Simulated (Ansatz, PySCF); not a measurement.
Reaction (SMILES): N[SiH2][SiH2]N → N[SiH2][SiH2] + [NH2] (NH2) (the N-Si bond at the site shown breaks; other sites are not compared here)
Each molecule is optimised on its own at B3LYP-D3(BJ)/def2-TZVP (Ansatz, an electronic-structure program), one conformer each, not searched for the lowest.

Quantity: bond dissociation energy (enthalpy at 298 K, with B3LYP-D3(BJ) rigid-rotor harmonic-oscillator terms from PySCF), in kcal/mol. Correlated levels leave the core frozen unless marked. Open shells are spin-unrestricted. Spin-orbit coupling is left out. No relativistic terms. CBS(X,Y): correlation extrapolated as X^-3; Hartree-Fock from the larger set.

```tsv
level	program	bond dissociation energy (kcal/mol)
SVWN5/def2-TZVPD	Ansatz	112.6
r2SCAN/def2-TZVPD	Ansatz	91.1
B97M-V/def2-TZVPD	Ansatz	94.4
PBE0/6-31G*	Ansatz	(withheld)
PBE0/def2-TZVP	Ansatz	93.7
PBE0/def2-QZVPP	Ansatz	93.6
r2SCANh/def2-TZVPD	Ansatz	90.9
r2SCAN0/def2-TZVPD	Ansatz	90.6
CCSD/cc-pV(D+d)Z	Ansatz	(withheld)
CCSD(T)/CBS(aug-cc-pV(T+d)Z,aug-cc-pV(Q+d)Z)	Ansatz	(withheld)
```

Q: What belongs in the gaps?

A: 
- PBE0/6-31G*, bond dissociation energy (kcal/mol): 92.0
- CCSD/cc-pV(D+d)Z, bond dissociation energy (kcal/mol): 87.4
- CCSD(T)/CBS(aug-cc-pV(T+d)Z,aug-cc-pV(Q+d)Z), bond dissociation energy (kcal/mol): 99.4
